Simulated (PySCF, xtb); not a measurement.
F₂H₅NSSi₂, SMILES N[SiH2]S[SiH](F)F. Other conformers were not sampled.

Harmonic wavenumbers (cm⁻¹) from GFN2-xTB in xtb at its own minimum, in rising order: 25, 33, 83, 135, 168, 171, 215, 262, 445, 467, 531, 547, 600, 631, 662, 718, 731, 814, 836, 888, 930, 1504, 2318, 2357, 2477, 3464, 3495.

Task: What does PySCF with ωB97X-D3(BJ)/def2-SVP give at its own minimum? (The exact figures need the calculation; the answer reports its results.)

Result: 24, 79, 100, 205, 223, 237, 292, 359, 412, 499, 534, 571, 755, 817, 849, 871, 885, 913, 925, 949, 963, 1554, 2295, 2306, 2357, 3622, 3719. Paired by order, the mean absolute difference is 84 cm⁻¹ and the zero-point energies are 36.5 and 39.0 kcal/mol.
